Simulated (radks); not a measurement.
Task: Numerical settings for the argon ion Ar3+, [Ne] 3s2 3p3. Calculated with a radial shooting solver on a logarithmic mesh with Libxc functionals: non-relativistic Kohn-Sham, TPSS, spin-unpolarised, spherical densities, point nucleus; meta-GGA in the generalised Kohn-Sham scheme. The defaults (mesh step 0.008 in ln r, mesh end at 40 bohr or more with all orbitals vanishing there, Anderson mixing 0.5 over 9 steps, residual threshold near 1e-9 with the energy settled to 1e-9 hartree or 1e-11 of itself, here a cap of 94 iterations) give E = -524.345 hartree and 3p at -50.033 eV in 10 iterations. Run on one thread of a shared host, so times are rough (Arm Neoverse N1): 0.08 s of CPU time, 0.08 s wall, 10 iterations on 2476 mesh points. One setting is changed at a time: mesh step in ln r 0.2; mesh step in ln r 0.08; mesh step in ln r 0.02; mesh end (bohr) 1; mesh end (bohr) 12; residual threshold 0.01; residual threshold 0.001; mixing 0.01; linear mixing, mixing 0.2; linear mixing, mixing 1; mixing history 20; iteration cap 2. Which runs fail to converge, and which converge to a wrong energy?

Result: Not converged within the cap: mesh step in ln r 0.2; mesh step in ln r 0.08; linear mixing, mixing 0.2; linear mixing, mixing 1; iteration cap 2. Settled on a wrong energy, with an occupied level pushed above zero by the early mesh end: mesh end (bohr) 1 (+52.9 hartree). Apart from these: no run marked as converged misses the energy by more than 1 mhartree.
